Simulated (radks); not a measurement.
Values are calculated unless marked as measured or tabulated.
Ionisation of Ni, [Ar] 3d8 4s2, to Ni+, [Ar] 3d9, under several functionals. Dirac Kohn-Sham, spin-unpolarised, spherical densities, point nucleus; open shells fill j = l - 1/2 first; a radial shooting solver on a logarithmic mesh with Libxc functionals.

functional                                      E(Ni) (hartree)  Exc (hartree)  IE (eV)  -e(HOMO) (eV)  <r> HOMO (bohr)  IE error (eV)
LDA (Slater exchange, Perdew-Wang correlation)      -1518.10880      -60.75266    6.651          5.858            2.783         -0.989
OLYP                                                -1521.21450      -63.97811    5.723          5.310            2.847         -1.917
LDA (Slater exchange, VWN5 correlation)             -1518.12003      -60.76436    6.646          5.857            2.783         -0.994
AM05                                                -1518.26413      -60.91338    6.266          5.600            2.800         -1.373
BP86                                                -1521.07476      -63.77373    6.608          5.818            2.792         -1.032
PW91                                                -1520.97046      -63.67274    6.454          5.703            2.801         -1.186

NIST Atomic Spectra Database: 7.640 eV (measured). Closest: LDA (Slater exchange, Perdew-Wang correlation). The Delta-SCF values span 0.93 eV, the total energies 3.11 hartree. The highest occupied level is 4s1/2. Spin polarisation and multiplet splitting are left out, so open shells lie too high by an amount that depends on their filling.

Beside tabulated values, note that spin-unpolarised runs miss the spin-polarisation part of the exchange energy of open shells.
